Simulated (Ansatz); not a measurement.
Na₂Te was relaxed with r2SCAN-D4 (def2-TZVP) in Ansatz in these states: charge +1 doublet, neutral quintet, neutral singlet, neutral triplet. The geometries follow in no particular order.

In the def2 sets Te takes a core potential; there is no spin–orbit coupling.

A:

```xyz
3

Na   -0.745    1.346   -1.041
Na   -0.611   -0.552    1.665
Te    1.356   -0.794   -0.624
```

B:

```xyz
3

Na   -0.218    3.609   -2.177
Na    0.998   -3.180    2.501
Te   -0.780   -0.429   -0.324
```

C:

Cartesian coordinates in Å:
```
Na 1.735 -1.342 0.451
Na -0.830 1.940 -0.751
Te -0.905 -0.598 0.299
```

D:

```csv
atom,x (Å),y (Å),z (Å)
Na1,2.314,1.000,1.036
Na2,-1.828,-1.366,-1.491
Te3,-0.486,0.366,0.455
```

Q: Judge from the bond lengths which geometry belongs to which state (an estimate).

A: A is the neutral triplet (Na1–Te3 3.028 Å, Na2–Te3 3.028 Å); B is the neutral quintet (Na1–Te3 4.479 Å, Na2–Te3 4.325 Å); C is the neutral singlet (Na1–Te3 2.748 Å, Na2–Te3 2.747 Å); D is the charge +1 doublet (Na1–Te3 2.930 Å, Na2–Te3 2.930 Å).

At PBE0-D4/def2-TZVP a singlet lies 1.23 eV below the neutral triplet. At PBE0-D4/def2-TZVP a singlet lies 4.01 eV below the neutral quintet. These are the stationary points nearest to one start from a short search; other shapes may lie lower in each state. The neutral quintet has come apart into loosely held pieces.
